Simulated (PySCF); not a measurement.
# Energy of Pt²⁺ (platinum, charge +2) between two integer charges

The 5d beta orbital of [Xe] 4f14 5d8 is emptied in steps (occupation f), with all orbitals relaxed, ending at [Xe] 4f14 5d7. Calculation: PySCF 2.14, in aug-cc-pVTZ-PP with ECP60MDF; scalar relativity through the core potential. The exact energy is a straight line in f; departures are measured from the line between the end points of the same method.

Task: Among BHandHLYP, wB97X, CAM-B3LYP, which shows the largest delocalisation error (convex curve), and which is closest to linear?

Result: Most convex: CAM-B3LYP (-0.669 eV at f = 0.4); closest to linear: wB97X (-0.414 eV).

| f | BHandHLYP (eV) | wB97X (eV) | CAM-B3LYP (eV) |
| --- | --- | --- | --- |
| 1 | 0.000 | 0.000 | 0.000 |
| 0.8 | -0.387 | -0.271 | -0.440 |
| 0.6 | -0.586 | -0.411 | -0.665 |
| 0.4 | -0.591 | -0.414 | -0.669 |
| 0.2 | -0.398 | -0.277 | -0.450 |
| 0 | 0.000 | 0.000 | 0.000 |

```
   method  E(f=0) − E(f=1) (eV)  −ε at f=1 (eV)  −ε at f=0.4 (eV)
BHandHLYP                30.957          28.557            31.421
    wB97X                31.101          29.426            31.433
CAM-B3LYP                31.217          28.484            31.752
```

Reference removal energy between the ground levels: 29 ± 1.6 eV (theoretical estimate listed by NIST; NIST Atomic Spectra Database, ionization energies). The calculation has no spin-orbit coupling. The determinant left behind need not be the lowest term of the ion.
